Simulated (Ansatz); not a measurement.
CH5ClOSeSi (`OC[SiH](Cl)[SeH]`), relaxed with RKS PBE0-D4/def2-TZVP in the Gaussian-basis code of Ansatz from a PBE-D4/def2-SVP geometry. The force threshold is 0.005 eV/Å; the program also tests the step.

The species carries charge 0 and has multiplicity 1.

Start:

```xyz
10

O    -0.368   -1.067    1.786
C    -0.732   -0.299    0.649
Si    0.747    0.074   -0.498
Cl    2.176    1.142    0.581
Se    0.093    1.139   -2.423
H    -0.115   -1.955    1.471
H    -1.545   -0.762    0.035
H    -1.140    0.667    1.018
H     1.382   -1.207   -0.964
H    -0.498    2.268   -1.656
```

| step | energy (eV) | largest force (eV/Å) | largest move (Å) |
| --- | --- | --- | --- |
| 1 | -88900.9882 | 0.704 | 0.000 |
| 2 | -88901.0303 | 0.229 | 0.042 |
| 3 | -88901.0335 | 0.085 | 0.031 |
| 4 | -88901.0349 | 0.026 | 0.018 |
| 5 | -88901.0351 | 0.010 | 0.007 |
| 6 | -88901.0353 | 0.027 | 0.021 |
| 7 | -88901.0355 | 0.009 | 0.014 |
| 8 | -88901.0355 | 0.007 | 0.013 |
| 9 | -88901.0355 | 0.008 | 0.006 |
| 10 | -88901.0356 | 0.004 | 0.003 |

End:

```xyz
10

O    -0.390   -1.030    1.777
C    -0.731   -0.292    0.618
Si    0.744    0.061   -0.503
Cl    2.164    1.076    0.575
Se    0.108    1.164   -2.380
H    -0.068   -1.895    1.513
H    -1.516   -0.783    0.025
H    -1.149    0.658    0.962
H     1.358   -1.202   -0.982
H    -0.520    2.244   -1.606
```

Run time 54 s (4 threads of an Arm Neoverse V1 on a shared host); peak host memory 0.71 GiB.
